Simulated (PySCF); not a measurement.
**Mayer bond orders and bond lengths**

Compound: C5H10O3SSi.
Atom-mapped SMILES: `[CH:1]#[C:2][C@@:3]([CH3:4])([SiH2:5][CH3:6])[S:7](=[O:8])(=[O:9])[OH:10]` (hydrogens: H11 on C1; H12, H13, H14 on C4; H15, H16 on Si5; H17, H18, H19 on C6; H20 on O10)

Cartesian coordinates in Å at the GFN2-xTB level; atoms count from 1:
```
atom  x, y, z in Å
C1    -1.1680   -1.0670   -2.1092
C2    -0.8421   -0.6067   -1.0512
C3    -0.4519   -0.0428    0.1996
C4    -1.0722   -0.7575    1.3871
Si5    1.4154    0.3645    0.3955
C6     2.3072   -1.2197   -0.1643
S7    -1.0820    1.6364    0.2515
O8    -0.2862    2.3468    1.2048
O9    -2.5088    1.7119    0.3505
O10   -0.6841    2.2052   -1.2148
H11   -1.4497   -1.4827   -3.0302
H12   -2.1571   -0.7818    1.2862
H13   -0.7000   -1.7783    1.4580
H14   -0.8249   -0.2194    2.2995
H15    1.7953    1.4706   -0.4776
H16    1.6659    0.5948    1.8192
H17    2.0296   -2.0819    0.4344
H18    3.3786   -1.0926   -0.0703
H19    2.0921   -1.4613   -1.2008
H20   -1.4624    2.2725   -1.7711
```

Bond orders from the PBE0/pcSseg-1 density (PySCF). Geometry: GFN2-xTB, one conformer, isolated molecule.

**Question.** Where do the orders between heavy atoms depart from those drawn in the SMILES?

**Answer.** The largest departure is 0.538, at C1–C2 (drawn triple, 2.462). Drawn single, order below 0.88: C2–C3 (0.818), C3–Si5 (0.719) and C3–S7 (0.873). Drawn double or triple, more than 0.30 short of the drawn order: C1–C2 (2.462).

**Question.** Give the Mayer order of every bond, beside its length.

**Answer.** 
```json
{"bond": "C1–C2", "drawn as": "triple", "length (Å)": "1.199", "Mayer order": "2.462"}
{"bond": "C2–C3", "drawn as": "single", "length (Å)": "1.426", "Mayer order": "0.818"}
{"bond": "C3–C4", "drawn as": "single", "length (Å)": "1.518", "Mayer order": "1.036"}
{"bond": "C3–Si5", "drawn as": "single", "length (Å)": "1.921", "Mayer order": "0.719"}
{"bond": "Si5–C6", "drawn as": "single", "length (Å)": "1.902", "Mayer order": "0.946"}
{"bond": "C3–S7", "drawn as": "single", "length (Å)": "1.794", "Mayer order": "0.873"}
{"bond": "S7–O8", "drawn as": "double", "length (Å)": "1.431", "Mayer order": "1.719"}
{"bond": "S7–O9", "drawn as": "double", "length (Å)": "1.432", "Mayer order": "1.787"}
{"bond": "S7–O10", "drawn as": "single", "length (Å)": "1.622", "Mayer order": "0.944"}
{"bond": "C1–H11", "drawn as": "single", "length (Å)": "1.049", "Mayer order": "1.161"}
{"bond": "C4–H12", "drawn as": "single", "length (Å)": "1.090", "Mayer order": "0.952"}
{"bond": "C4–H13", "drawn as": "single", "length (Å)": "1.089", "Mayer order": "0.952"}
{"bond": "C4–H14", "drawn as": "single", "length (Å)": "1.088", "Mayer order": "0.941"}
{"bond": "Si5–H15", "drawn as": "single", "length (Å)": "1.459", "Mayer order": "0.957"}
{"bond": "Si5–H16", "drawn as": "single", "length (Å)": "1.464", "Mayer order": "0.946"}
{"bond": "C6–H17", "drawn as": "single", "length (Å)": "1.086", "Mayer order": "0.955"}
{"bond": "C6–H18", "drawn as": "single", "length (Å)": "1.083", "Mayer order": "0.961"}
{"bond": "C6–H19", "drawn as": "single", "length (Å)": "1.086", "Mayer order": "0.954"}
{"bond": "O10–H20", "drawn as": "single", "length (Å)": "0.959", "Mayer order": "0.918"}
```

Bonds between the same two heavy elements. C–C: lowest C2–C3 (0.818, 1.426 Å), highest C1–C2 (2.462, 1.199 Å); in 1 of the 3 pairs the longer bond (by over 0.003 Å) has the higher order (by 0.02 or more). C–Si: lowest C3–Si5 (0.719, 1.921 Å), highest Si5–C6 (0.946, 1.902 Å). O–S: lowest S7–O10 (0.944, 1.622 Å), highest S7–O9 (1.787, 1.432 Å).

**Question.** Sum the orders of all bonds at each heavy atom with more than one neighbour and set the sums beside the valence in the SMILES.

**Answer.** C1 3.623 (drawn 4), C2 3.280 (drawn 4), C3 3.446 (drawn 4), C4 3.881 (drawn 4), Si5 3.568 (drawn 4), C6 3.816 (drawn 4), S7 5.323 (drawn 6), O10 1.862 (drawn 2). Orders between atoms that aren't bonded are not in these sums.

For a closed shell the Mayer order of atoms A and B is Σ (PS)μν (PS)νμ over the basis functions μ on A and ν on B, with P the density and S the overlap matrix.
